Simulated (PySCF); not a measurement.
# Telling isomers of C5H5F3NP apart by NMR

Level of theory: GIAO PBE0/pcSseg-1 shieldings, geometry from GFN2-xTB, in PySCF 2.14.0 with density-fitted response routines (a single conformation, no solvent, averaged over atoms made equivalent by symmetry, fast rotation or ring inversion, no relativistic terms).

Referencing at the same level of theory: 1H (σ = 31.72 ppm) and 13C (σ = 186.93 ppm) vs TMS. Splittings of carbon signals by F and P are missing where no couplings were computed. Where no couplings were computed, multiplicities follow the n + 1 count of equivalent neighbours, and m marks all less simple cases (inequivalent or close neighbours, rings, F or P nearby). Shifts are as computed. Against solution values, carbons near 30 ppm lie about +3 ppm off and those near 130 ppm about +5 ppm. Of 1211 compounds with measured shifts, 218 miss one by over three times the rms of a fit or turn the order of signals round; such compounds aren't used in these exercises.

(1) Tabulate the signals of `N#CCC/P=C\C(F)(F)F`, `Cn1cpcc1C(F)(F)F` and their relative energies.

(2) What is the quickest way to tell N#CCC/P=C\C(F)(F)F from Cn1cpcc1C(F)(F)F?

Results:

(1) 
| SMILES | carbon types | δC | δH | E rel. (kcal/mol) |
| --- | --- | --- | --- | --- |
| N#CCC/P=C\C(F)(F)F | 2×C 1×CH 2×CH2 | 182.6, 130.8, 123.9, 32.5, 16.0 | 8.72 (m, 1H), 2.94 (m, 2H), 2.72 (m, 2H) | 30.7 |
| Cn1cpcc1C(F)(F)F | 2×C 2×CH 1×CH3 | 165.8, 143.1, 134.2, 130.5, 39.3 | 8.04 (m, 1H), 8.02 (m, 1H), 4.12 (s, 3H) | 0.0 |

Energies are electronic energies at PBE0/pcSseg-1 on these geometries, without zero-point or thermal terms, each for the one conformer computed, which needn't be the lowest.

(2) Both give the same number of carbon signals, but DEPT or the intensities differ. The first has an sp3 CH2 bonded to P at 32.5 ppm, the second a methyl carbon bonded to N (CH3) at 39.3 ppm. Their most deshielded carbons lie at 182.6 and 165.8 ppm. In the proton spectra the most deshielded non-exchanging signals are 8.72 (m, 1H) and 8.04 (m, 1H).
